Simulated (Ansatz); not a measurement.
Relaxation of HgO₂⁻ with UKS PBE-D4/def2-TZVPD.

```sh
$ ansatz run in.yaml --threads 4 --pin off --events-out ev --progress --plain --max-ram 3916MiB
```

```yaml
crystal:
  periodic: [false, false, false]
  atoms:
    - {symbol: Hg, position_ang: [0.000043, 0.000149, 0.000051]}
    - {symbol: O, position_ang: [-1.315630, -0.291798, 1.387022]}
    - {symbol: O, position_ang: [1.315587, 0.291649, -1.387073]}
basis:
  gaussian: {orbitals: def2-TZVPD}
total_charge: -1
magnetization: {spin_polarized: true, initial_magnetization: 3}
hamiltonian: {xc: pbe, dispersion: d4}
scf: {lower_state_search: "off"}
output: {orbitals: {seedname: orbitals}}
relax: {f_tol: 0.02, max_steps: 100}
```

Hardware: 4 threads of Arm Neoverse V1 on a shared host. Wall time 42 s.

Positions (Å) and forces (eV/Å) at steps 1, 2, 3, 4, 7, 10, 13, 14 of 14:

```xyz
3
step=1 energy=-8264.6829 eV
Hg    0.000    0.000    0.000    0.000    0.001    0.001
O    -1.316   -0.292    1.387   -1.481   -0.329    1.561
O     1.316    0.292   -1.387    1.482    0.328   -1.563
3
step=2 energy=-8264.9702 eV
Hg    0.000    0.000    0.000    0.000    0.001    0.001
O    -1.371   -0.304    1.446   -0.924   -0.206    0.974
O     1.371    0.304   -1.446    0.924    0.204   -0.974
3
step=3 energy=-8265.2655 eV
Hg    0.000    0.001    0.000    0.000    0.002    0.001
O    -1.483   -0.329    1.563   -0.378   -0.085    0.398
O     1.482    0.328   -1.563    0.378    0.083   -0.399
3
step=4 energy=-8265.3352 eV
Hg    0.004    0.017    0.007    0.000    0.000    0.000
O    -1.620   -0.367    1.703    0.097    0.022   -0.102
O     1.617    0.351   -1.710   -0.097   -0.021    0.102
3
step=7 energy=-8265.3429 eV
Hg    0.004    0.018    0.007    0.001    0.005    0.002
O    -1.585   -0.360    1.665    0.001   -0.002   -0.002
O     1.581    0.342   -1.673   -0.002   -0.003    0.000
3
step=10 energy=-8265.3484 eV
Hg    0.035    0.157    0.067    0.007    0.026    0.010
O    -1.595   -0.429    1.630    0.030   -0.006   -0.040
O     1.560    0.271   -1.697   -0.037   -0.021    0.031
3
step=13 energy=-8265.3738 eV rejected
Hg    0.135    0.604    0.255   -0.023   -0.104   -0.044
O    -1.453   -0.609    1.333    0.046    0.060   -0.014
O     1.318    0.005   -1.588   -0.023    0.044    0.058
3
step=14 energy=-8265.3785 eV
Hg    0.106    0.475    0.200    0.002    0.007    0.003
O    -1.500   -0.558    1.426    0.009   -0.002   -0.012
O     1.394    0.084   -1.626   -0.011   -0.006    0.009
```

In the def2 sets Hg takes a core potential; there is no spin–orbit coupling. The highest occupied level of the charge -1 quartet lies above zero (up to 0.60 eV). It is a level of α spin, whose loss leaves a triplet; that state wasn't run at this geometry and level. The electron is either unbound and held by the finite basis, or the level is raised by self-interaction error. The relaxation made no stability test and no search for a lower SCF solution. At PBE-D4/def2-TZVPD a doublet of charge -1 lies 2.52 eV below the quartet, each at its own geometry. The structure comes from a short search, and lower isomers may exist.
